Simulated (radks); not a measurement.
Results of a calculation; reference values are marked as such.
Ionisation of F, [He] 2s2 2p5, to F+, [He] 2s2 2p4, under several functionals. Dirac Kohn-Sham, spin-unpolarised, spherical densities, finite nucleus; open shells fill j = l - 1/2 first; a radial shooting solver on a logarithmic mesh with Libxc functionals.

| functional | E(F) (hartree) | Exc (hartree) | IE (eV) | -e(HOMO) (eV) | <r> HOMO (bohr) | IE error (eV) |
|---|---|---|---|---|---|---|
| revPBE | -99.80924 | -10.28249 | 19.297 | 11.019 | 1.106 | +1.875 |
| BLYP | -99.83772 | -10.30878 | 19.371 | 11.095 | 1.108 | +1.948 |
| OLYP | -99.81698 | -10.30073 | 19.376 | 11.068 | 1.106 | +1.953 |
| LDA (Slater exchange, Perdew-Zunger correlation) | -99.18762 | -9.62706 | 19.527 | 11.269 | 1.106 | +2.104 |
| exchange-only LDA | -98.54942 | -8.96115 | 18.011 | 9.858 | 1.117 | +0.588 |
| exchange-only PBE | -99.45148 | -9.90258 | 18.380 | 10.184 | 1.117 | +0.957 |
| exchange-only B88 | -99.51013 | -9.96829 | 18.371 | 10.156 | 1.113 | +0.949 |

NIST Atomic Spectra Database: 17.423 eV (measured). Closest: exchange-only LDA. The Delta-SCF values span 1.52 eV, the total energies 1.29 hartree. The highest occupied level is 2p3/2. Spin polarisation and multiplet splitting are left out, so open shells lie too high by an amount that depends on their filling.

Beside tabulated values, note that spin-unpolarised runs miss the spin-polarisation part of the exchange energy of open shells.
